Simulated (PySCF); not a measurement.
BF2H3O2Si. Atoms are numbered in the order given.

```xyz
9

Si    -0.8549    -0.2648    -0.2228
F     -1.0601    -1.0341     1.2089
F     -1.7261     1.1042    -0.1316
B      1.1342     0.1029    -0.2669
O      1.8807    -0.1989     0.8315
O      1.7214     0.6338    -1.3648
H     -1.4784    -1.1023    -1.2776
H      1.3582    -0.5804     1.5505
H      2.6752     0.7654    -1.2481
```

Coordinates come from a B3LYP-D3(BJ)/def2-SVP optimisation. This is a generated structure with no PubChem entry under its InChIKey; it may be hypothetical. The values are those of a single conformer.

The numbers are results of B3LYP/pcSseg-1 in PySCF, not measurements.

GIAO shieldings, no solvent; atoms listed in one row are averaged. δ = σ(ref) − σ: ²⁹Si against TMS (σ = 338.7 ppm); ¹⁹F against CFCl3 (σ = 161.7 ppm); ¹¹B against BF3 (σ = 86.3 ppm); ¹⁷O against H2O (σ = 333.8 ppm); ¹H against TMS (σ = 31.68 ppm), references at their B3LYP-D3(BJ)/def2-TZVP geometries, non-relativistic.

Q: Estimate the chemical shifts. (An estimate is asked for; the answer gives what the named calculation found.)

A: 
```csv
nucleus,atoms,count,δ (ppm)
²⁹Si,Si1,1,-1.3
¹⁹F,F2,1,-170.1
¹⁹F,F3,1,-171.4
¹¹B,B4,1,15.7
¹⁷O,O5,1,161.9
¹⁷O,O6,1,138.9
¹H,H8,1,5.63
¹H,H7,1,5.38
¹H,H9,1,4.84
```
